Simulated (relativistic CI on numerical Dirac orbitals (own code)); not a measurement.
Tm⁴⁹⁺: q coefficients and field-shift factors

Method of calculation: Dirac-Coulomb-Breit CI, separate exchange-only KLI orbitals for each configuration, derivatives by finite differences, unscaled Slater integrals, QED left out (own radial code, finite nucleus).

Configurations in the expansion (outside the closed core [Ne]): 3s2.3p6.3d2, 3s2.3p5.3d3, 3s.3p6.3d3, 3s2.3p6.3d.4s, 3s2.3p6.3d.4p, 3s2.3p6.4s2. Double excitations out of closed p, d and f shells are left out; levels of such configurations are missing from the list, as are those of other unlisted configurations, and high levels can miss mixing partners.

With x = (α/α₀)² − 1 an excitation energy changes as ω = ω₀ + qx; K = 2q/ω₀ is the relative enhancement. Terms are leading LS components, so labels can repeat. The field-shift factor is F = δν/δ⟨r²⟩ for the transition from the lowest level.

Lowest level 3s2.3p6.3d2 3F_2.

| Level | ω₀ (cm⁻¹) | q (cm⁻¹) | K | F (GHz/fm²) |
| --- | --- | --- | --- | --- |
| 3s2.3p6.3d2 3P_0 | 174637 | 21390 | 0.245 | 0.49 |
| 3s2.3p6.3d2 3F_3 | 410992 | 439300 | 2.14 | 8.45 |
| 3s2.3p6.3d2 3P_2 | 490694 | 438700 | 1.79 | 7.75 |
| 3s2.3p6.3d2 1G_4 | 513422 | 446200 | 1.74 | 8.79 |
| 3s2.3p6.3d2 3P_1 | 525625 | 448100 | 1.7 | 7.64 |
| 3s2.3p6.3d2 3F_4 | 886234 | 870300 | 1.96 | 16.6 |
| 3s2.3p6.3d2 3P_2 | 945747 | 885900 | 1.87 | 16.2 |
| 3s2.3p6.3d2 1S_0 | 1138885 | 876800 | 1.54 | 17.8 |
| 3s2.3p5.3d3 3D°_2 | 1998713 | 121800 | 0.122 | 14.4 |
| 3s2.3p5.3d3 5D°_1 | 2029322 | 146400 | 0.144 | 14.7 |
| 3s2.3p5.3d3 5D°_0 | 2063977 | 137800 | 0.134 | 14.8 |
| 3s2.3p5.3d3 3F°_3 | 2080995 | 118000 | 0.113 | 14.7 |
| 3s2.3p5.3d3 5F°_3 | 2344991 | 543500 | 0.464 | 22.4 |

At this charge energies of transitions that change n are usually good to better than 1 %, and those within a shell (Δn = 0) to a few per cent.
